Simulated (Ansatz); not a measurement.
The Ge1–H2 bond of GeH is stretched (multiplicity 2).


Frozen-core correlation. Filled d and f shells under p-block atoms count as core.

Run with Ansatz (an electronic-structure program) with Gaussian orbitals. Each number belongs to the level named beside it.

FIC-MRCISD+Q on CASSCF(5,5)/cc-pVTZ, total energies (hartree):

```tsv
R (Å)	CASSCF	MRCISD	weight c² of the reference
1.606	-2075.962336	-2076.030133	0.95555
2.811	-2075.889328	-2075.948722	0.95375
6.425	-2075.869257	-2075.925441	0.95454
```

Q: Add the Davidson correction (E_MRCISD − E_CASSCF)(1 − c²)/c² and give the energies above the first point at the three levels.

A: 
Corrections (hartree): -0.003154, -0.002880, -0.002676. Above the first point (kcal/mol):
- R = 2.811 Å: CASSCF 45.8, MRCISD 51.1, with the correction 51.3
- R = 6.425 Å: CASSCF 58.4, MRCISD 65.7, with the correction 66.0
